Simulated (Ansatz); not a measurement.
Sn(F)(Cl)2(OH) (Cl₂FHOSn), SMILES [Cl][Sn]([Cl])([OH])[F].

Geometry: B3LYP-D3(BJ)/def2-SVP. The structure was generated by enumeration; whether it is a known compound was not checked. The def2 effective core potentials stand for the cores of Sn; spin–orbit coupling is left out. The values are those of a single conformer.

Two levels are set side by side: PBE/def2-SVPD (Ansatz, an electronic-structure program) and PBE0/def2-SVPD (Ansatz). Energy differences of separate SCF runs at the same geometry; the states with an electron removed or added have multiplicity 2 and 2. Differences are taken from unrounded values.

```
quantity                            PBE0
---------------------------------  -----
vertical ionisation energy (eV)    11.87
vertical electron affinity (eV)     1.68
vertical singlet–triplet gap (eV)   4.66
```

What does PBE give, and how far is it from PBE0? (Estimate from the structure and the level; the computed values follow.)


```csv
quantity,PBE,PBE minus PBE0
vertical ionisation energy (eV),11.19,-0.69
vertical electron affinity (eV),1.75,0.07
vertical singlet–triplet gap (eV),3.98,-0.68
```
